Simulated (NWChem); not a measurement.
# BeICl; SMILES [Cl][Be][I]

```xyz
3

Be     0.7416     0.3673    -0.7839
Cl     1.9215     0.9521    -2.0315
I     -0.6657    -0.3295     0.7034
```
Atoms are numbered in this order, from 1.

The geometry was optimised at PBE0/def2-SVP. def2 effective core potentials on I; no spin-orbit coupling.

Task: List the 4 lowest vertical singlet excitations from B3LYP/def2-SVPD with def2 effective core potentials on I, full TDDFT (NWChem).

Result: 
| state | energy (eV) | oscillator strength | leading excitation (squared amplitude) |
|---|---|---|---|
| S1 | 5.85 | 0.000 | HOMO−1 → LUMO (0.44) |
| S2 | 5.90 | 0.000 | HOMO → LUMO+1 (0.45) |
| S3 | 5.90 | 0.000 | HOMO−1 → LUMO+1 (0.45) |
| S4 | 6.11 | 0.041 | HOMO → LUMO+2 (0.94) |
